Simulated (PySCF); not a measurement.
Isomers of C4H11PSi, mass 118.037 u with the commonest isotopes. The calculation used PySCF, PBE0-D3(BJ)/def2-SVP geometry optimisation, gas phase. One conformer each, none proved a minimum here; rigid rotors.

Question: Order these by rotational constant B, largest first.
A. `[CH2:1]=[CH:2][CH2:3][Si@H:4]([CH3:5])[PH2:6]` with C1–C2–C3–Si4 -106°, C2–C3–Si4–C5 61°, C3–Si4–P6–H -73° and -167°
B. `[PH2:1][SiH2:2][CH:3]1[CH2:4][CH2:5][CH2:6]1` with H–P1–Si2–C3 -72° and -166°, P1–Si2–C3–C4 65°, Si2–C3–C4–C5 141°, C3–C4–C5–C6 -18°, C4–C5–C6–C3 18°, Si2–C3–C6–C5 -140°
C. `[CH3:1][C@@H:2]1[CH2:3][C@@H:4]1[SiH2:5][PH2:6]` with C3–C4–Si5–P6 -140°, C4–Si5–P6–H -164° and -70°

Answer: A (1388 MHz), C (1344 MHz), B (1106 MHz).

Question: Order these by rotational constant A, smallest first.
A. `[PH2:1][SiH2:2][CH:3]1[CH2:4][CH2:5][CH2:6]1` with H–P1–Si2–C3 -72° and -166°, P1–Si2–C3–C4 65°, Si2–C3–C4–C5 141°, C3–C4–C5–C6 -18°, C4–C5–C6–C3 18°, Si2–C3–C6–C5 -140°
B. `[CH3:1][C@@H:2]1[CH2:3][C@@H:4]1[SiH2:5][PH2:6]` with C3–C4–Si5–P6 -140°, C4–Si5–P6–H -164° and -70°
C. `[CH2:1]=[CH:2][CH2:3][Si@H:4]([CH3:5])[PH2:6]` with C1–C2–C3–Si4 -106°, C2–C3–Si4–C5 61°, C3–Si4–P6–H -73° and -167°

Answer: C (2815 MHz), B (3644 MHz), A (5198 MHz).

Question: Order these by out-of-plane moment Σ m c² = (Ia + Ib − Ic)/2, smallest first.
A. `[CH2:1]=[CH:2][CH2:3][Si@H:4]([CH3:5])[PH2:6]` with C1–C2–C3–Si4 -106°, C2–C3–Si4–C5 61°, C3–Si4–P6–H -73° and -167°
B. `[CH3:1][C@@H:2]1[CH2:3][C@@H:4]1[SiH2:5][PH2:6]` with C3–C4–Si5–P6 -140°, C4–Si5–P6–H -164° and -70°
C. `[PH2:1][SiH2:2][CH:3]1[CH2:4][CH2:5][CH2:6]1` with H–P1–Si2–C3 -72° and -166°, P1–Si2–C3–C4 65°, Si2–C3–C4–C5 141°, C3–C4–C5–C6 -18°, C4–C5–C6–C3 18°, Si2–C3–C6–C5 -140°

Answer: C (16.78 u·Å²), B (31.06 u·Å²), A (56.01 u·Å²).

| SMILES | point group | Ia (u·Å²) | Ib (u·Å²) | Ic (u·Å²) | κ | μa (D) | μb (D) | μc (D) |
| --- | --- | --- | --- | --- | --- | --- | --- | --- |
| C=CC[Si@H](C)P | C1 | 179.50 | 364.10 | 431.59 | -0.74 | 0.17 | 0.89 | 0.60 |
| P[SiH2]C1CCC1 | C1 | 97.23 | 456.85 | 520.53 | -0.94 | 1.14 | 0.06 | 0.49 |
| C[C@@H]1C[C@@H]1[SiH2]P | C1 | 138.69 | 376.01 | 452.58 | -0.82 | 0.83 | 0.51 | 0.48 |
